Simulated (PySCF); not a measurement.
All values below come from B3LYP-D3(BJ)/def2-TZVP // PBE0-D4/def2-TZVP (PySCF). All species are isolated molecules in the gas phase. One relaxed conformer stands for a flexible species; it need not be the lowest. B3LYP has the VWN-RPA correlation part, as in Gaussian. Delta-SCF ions had no search for a lower state. 

Reference species (SMILES): `C([SiH2]O)F` (H–O–Si–C torsion 60°, O–Si–C–F torsion -60°) (neutral, multiplicity 1).

- HOMO: -8.16 eV
- HOMO–LUMO gap: 8.01 eV
- vertical ionisation energy (Delta-SCF): 10.62 eV

After one change: the HOMO increases by 0.95 eV; the HOMO–LUMO gap drops by 1.39 eV; the vertical ionisation energy (Delta-SCF) falls by 0.98 eV.

**Question.** Which change was made? The new species is one of these.
(A) `O[SiH2][GeH3]` (H–O–Si–Ge torsion 60°)
(B) `O=C[SiH2]O` (O–C–Si–O torsion 0°, C–Si–O–H torsion 0°)
(C) `NC(=O)[SiH2]O` (O–C–Si–O torsion 0°, C–Si–O–H torsion 0°)
(D) `O[SiH2]C=S` (H–O–Si–C torsion 0°, O–Si–C–S torsion 0°)

**Answer.** C, `NC(=O)[SiH2]O` (O–C–Si–O torsion 0°, C–Si–O–H torsion 0°)
